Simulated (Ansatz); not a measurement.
Reaction: SF2 (SMILES FSF) → SF2+ (parent SMILES S(F)F, doublet) + e-
Each species at its own B3LYP-D3(BJ)/def2-TZVP minimum (Ansatz, a first-principles code).

Quantity: adiabatic ionisation energy (electronic), in eV. UHF or UKS for unpaired electrons; spin-orbit terms are left out. CBS(X,Y): correlation extrapolated as X^-3, Hartree-Fock from the larger set (Q,5: extrapolated as (X+1)exp(-9√X)). A bracket is a step between two methods taken in the basis named. The functionals are non-relativistic, so their misses hold any scalar relativity. Double hybrids freeze cores in their MP2 part. '+ core + X2C': CCSD(T) terms for core correlation (cc-pwCVTZ, 1s frozen past Ne) and scalar relativity (cc-pVTZ-DK). The spin of F2S+ (parent SMILES FSF, doublet) was assumed, and the state is the lowest solution found for it.

CCSD(T)/CBS(cc-pV(Q+d)Z,cc-pV(5+d)Z) + [CCSDT(Q) - CCSD(T)]/cc-pV(D+d)Z + core + X2C (Ansatz) gives 10.06 eV.

Task: What does PBE/def2-TZVPD (Ansatz) give here, and how do the other levels compare?

Result: PBE gives 9.80 eV, 0.26 eV below it. Differences of the others: wB97M-V/def2-TZVPD (Ansatz) -0.09; B2PLYP/def2-TZVPD (Ansatz) -0.16; CCSD(T)/CBS(cc-pV(Q+d)Z,cc-pV(5+d)Z) + core + X2C (Ansatz) 0.01 eV. Nearer than PBE: wB97M-V/def2-TZVPD, B2PLYP/def2-TZVPD, CCSD(T)/CBS(cc-pV(Q+d)Z,cc-pV(5+d)Z) + core + X2C.
